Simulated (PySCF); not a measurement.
Several structures and their simulated spectra, in scrambled order.

A. `FC1=C(F)CC1`
B. `CC1=CC1(F)F`
C. SMILES c1c(C[SiH3])ccc(C#C)c1

Spectrum 1. ¹H NMR (500 MHz, computed): δ 7.43 (q, J = 1.1 Hz, 1H), 2.41 (td, J = 2.7, 1.1 Hz, 3H). ¹³C{¹H} NMR (computed): δ 146.4 (C, t, J = 7.5 Hz), 127.6 (CH, t, J = 9.3 Hz), 108.7 (C, t, J = 356.4 Hz), 11.2 (CH3).

Spectrum 2. ¹H NMR (500 MHz, computed): δ 2.38 (m, 4H). ¹³C{¹H} NMR (computed): δ 133.1 (C, m), 25.7 (CH2, dd, J = 15.5, 14.3 Hz).

Spectrum 3. ¹H NMR (500 MHz, computed): δ 7.79 (d, 2H), 7.38 (d, 2H), 3.91 (t, 3H), 2.73 (s, 1H), 2.36 (q, 2H). ¹³C{¹H} NMR (computed): δ 147.2 (C), 140.1 (CH), 132.8 (CH), 122.9 (C), 89.3 (C), 86.3 (CH), 22.1 (CH2).

- σ from GIAO-PBE0/pcSseg-1
- B3LYP/pcJ-1 coupling constants (spin–dipole term left out of most H,H and C,H couplings)
- coordinates at the GFN2-xTB level
- code: PySCF 2.14.0 with density-fitted response routines
- fast rotation and ring inversion assumed for equivalent nuclei, a single conformation, relativity neglected, no solvent

Referencing at the same level of theory: ¹H and ¹³C vs TMS. Multiplet labels drop J under 1 Hz and among equivalent protons, and merge close values. Unscaled 3J(H,H) run several per cent high. Where no couplings were computed, multiplicities follow the n + 1 count of equivalent neighbours, and m marks all less simple cases (inequivalent or close neighbours, rings, F or P nearby). One-bond C–F couplings are unscaled and too large by tens of Hz. Shifts are as computed. Against solution values, carbons near 30 ppm lie about +3 ppm off and those near 130 ppm about +5 ppm. Of 1211 compounds with measured shifts, 218 miss one by over three times the rms of a fit or turn the order of signals round; such compounds aren't used in these exercises.

Question: Match each spectrum to its structure.

Answer: 1–B, 2–A, 3–C.

- Spectrum 1 (B): 4 ¹³C signals; δC 146.4 is a fully substituted alkene carbon; δC 127.6 is an alkene CH.
- Spectrum 2 (A): 2 ¹³C signals; δC 133.1 is a fully substituted alkene carbon; δC 25.7 is an allylic sp3 CH2.
- Spectrum 3 (C): 7 ¹³C signals; δC 132.8 is an aromatic CH; δC 89.3 is an alkyne carbon.
